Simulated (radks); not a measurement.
Results of a calculation; reference values are marked as such.
Initial-state core-level shifts of the iridium ion Ir+ when its valence configuration changes from [Xe] 4f14 5d7 6s1. Level of theory: Dirac Kohn-Sham, PBE, spin-unpolarised, spherical densities, point nucleus; open shells fill j = l - 1/2 first (a radial shooting solver on a logarithmic mesh with Libxc functionals). Shifts are changes of the shell-averaged eigenvalues in eV (positive: less bound).

[
 {"valence": "4f13.5 5d7 6s1.5", "2p": "-7.641", "3d": "-8.512", "4s": "-7.752", "4d": "-7.274"},
 {"valence": "4f14 5d5 6s1 6p2", "2p": "-9.201", "3d": "-9.181", "4s": "-9.100", "4d": "-9.108"},
 {"valence": "4f14 5d6.5 6s1 6p0.5", "2p": "-2.227", "3d": "-2.227", "4s": "-2.213", "4d": "-2.215"},
 {"valence": "4f14 5d6.5 6s1.5", "2p": "-1.585", "3d": "-1.579", "4s": "-1.562", "4d": "-1.566"},
 {"valence": "4f13 5d7 6s1 6p1", "2p": "-16.866", "3d": "-18.647", "4s": "-17.049", "4d": "-16.071"},
 {"valence": "4f14 5d7 6p1", "2p": "-1.271", "3d": "-1.281", "4s": "-1.288", "4d": "-1.285"},
 {"valence": "4f13.5 5d7 6s1 6p0.5", "2p": "-8.288", "3d": "-9.163", "4s": "-8.407", "4d": "-7.927"},
 {"valence": "4f14 5d6 6s1 6p1", "2p": "-4.507", "3d": "-4.503", "4s": "-4.471", "4d": "-4.475"},
 {"valence": "4f13.5 5d7.5 6s1", "2p": "-6.004", "3d": "-6.880", "4s": "-6.139", "4d": "-5.658"}
]
